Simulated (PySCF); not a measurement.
## Polarisability and C₆ of B (boron, neutral)

[He] 2s2 2p1, 2P determinant. All numbers are calculated (PySCF 2.14, no relativity, point nucleus, in aug-cc-pVTZ (5s4p3d2f, 46 functions)). Coupled (time-dependent) response in atomic units; α is the mean over directions.

```json
{"method": "UHF", "mean α (bohr³)": "22.15", "α xx, yy, zz": "20.46, 25.53, 20.46", "C₆ (like pair)": "106.1", "S(−4)": "417.8"}
{"method": "PBE", "mean α (bohr³)": "23.55", "α xx, yy, zz": "20.65, 29.34, 20.65", "C₆ (like pair)": "116.1", "S(−4)": "387.0"}
{"method": "PBE0", "mean α (bohr³)": "22.50", "α xx, yy, zz": "20.12, 27.26, 20.12", "C₆ (like pair)": "109.9", "S(−4)": "334.0"}
{"method": "wB97X", "mean α (bohr³)": "22.19", "α xx, yy, zz": "20.34, 25.90, 20.34", "C₆ (like pair)": "109.0", "S(−4)": "306.1"}
{"method": "B97-3", "mean α (bohr³)": "22.15", "α xx, yy, zz": "19.89, 26.68, 19.89", "C₆ (like pair)": "107.5", "S(−4)": "316.4"}
```

S(−4) is the Cauchy moment in α(ω) = α(0) + S(−4) ω² + …

Reference α: 20.5 ± 0.1 bohr³ (recommended; Schwerdtfeger and Nagle, table of static dipole polarizabilities (2023 update)). Published C₆: 99.50 (Chu and Dalgarno (2004); Tang, Norbeck and Certain (1976)).

α(iu) at B97-3:

```json
{"u (hartree)": "0", "α(iu) (bohr³)": "22.15"}
{"u (hartree)": "0.0500", "α(iu) (bohr³)": "21.40"}
{"u (hartree)": "0.100", "α(iu) (bohr³)": "19.49"}
{"u (hartree)": "0.200", "α(iu) (bohr³)": "14.70"}
{"u (hartree)": "0.300", "α(iu) (bohr³)": "10.70"}
{"u (hartree)": "0.500", "α(iu) (bohr³)": "5.981"}
{"u (hartree)": "0.750", "α(iu) (bohr³)": "3.354"}
{"u (hartree)": "1.00", "α(iu) (bohr³)": "2.129"}
{"u (hartree)": "1.50", "α(iu) (bohr³)": "1.077"}
{"u (hartree)": "2.00", "α(iu) (bohr³)": "0.6506"}
{"u (hartree)": "3.00", "α(iu) (bohr³)": "0.3138"}
{"u (hartree)": "5.00", "α(iu) (bohr³)": "0.1236"}
```

The components differ because the open shell of this determinant is not spherical; for a pure term their mean is the scalar polarisability.
